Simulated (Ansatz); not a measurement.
Born–Oppenheimer molecular dynamics of CH6AlBS (10 atoms, charge 0, multiplicity 1). It starts at the highest image of a converged band, a first-order saddle point between two minima.

Computed with RKS r2SCAN-D4/def2-SVP (Ansatz 0.2.0).

```
ensemble                      : NVE (velocity Verlet)
time step                     : 0.5 fs
steps asked                   : 200
starting velocities drawn for : 300 K
seed                          : 5380
```

First frame:

```xyz
10
Properties=species:S:1:pos:R:3
C -0.336 2.097 0.559
Al 0.108 0.244 0.157
B 0.744 -1.577 -0.326
S 0.020 -3.237 -0.420
H -1.381 2.319 0.283
H -0.199 2.356 1.620
H 0.299 2.773 -0.039
H -0.068 -0.390 -1.403
H 1.813 -1.473 -0.894
H -0.999 -3.113 0.462
```

(1) How far do the bonds stretch over the last three quarters of this one trajectory? (Pairs bonded in most of those frames.)

Answers

(1) 
```
  bond  mean (Å)  spread (Å)  shortest  longest
C1–Al2     1.997       0.032      1.95     2.05
 C1–H5     1.108       0.031      1.06     1.15
 C1–H6     1.106       0.023      1.07     1.14
 C1–H7     1.111       0.028      1.07     1.16
Al2–B3     2.177       0.062      2.06     2.28
Al2–H8     1.616       0.022      1.58     1.67
 B3–S4     1.789       0.026      1.75     1.84
 B3–H9     1.218       0.010      1.20     1.24
S4–H10     1.360       0.010      1.34     1.38
```

Mean temperature of the second half: 709 K. The conserved energy stayed within 0.18 meV per atom of its start (net change 0.15 meV per atom), so the integration is sound. The kinetic energy rose, since the run started high on the potential surface and went downhill. A run of 0.1 ps of so small a system gives no equilibrium averages. The orbitals stay closed-shell, which can raise the energy where a bond breaks towards radicals; this wasn't checked here.

Time of the run: 8.1 min on 2 threads of Arm Neoverse V2, with other jobs on the host, peak memory 0.16 GiB.
